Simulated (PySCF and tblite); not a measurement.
Results of a calculation; reference values are marked as such.
System: C₆H₁₀Si, numbered as in [CH:1]1=[CH:2][CH2:3][SiH2:4][CH:5]=[CH:6][CH2:7]1.

Level: PBE0/pcSseg-1 + D3(BJ) on GFN2-xTB stationary points, with GFN2-xTB thermal terms. Rates follow Eyring's equation with the number of equivalent paths and no tunnelling. (PySCF 2.14 with density fitting, tblite 0.8.)

Problem. How high is the barrier to the inversion of the 7-membered ring (1–2–3–4–5–6–7), through which structure does it pass, and what rate follows at 298 K?

Solution. The electronic barrier is 3.8 kcal/mol and ΔG‡(298 K) 3.7 kcal/mol, over a C1 saddle with an imaginary mode of 92i cm⁻¹ (GFN2-xTB). With 2 equivalent paths, k is 2.3×10¹⁰ s⁻¹, a mean lifetime of the start of 44 ps against this motion.
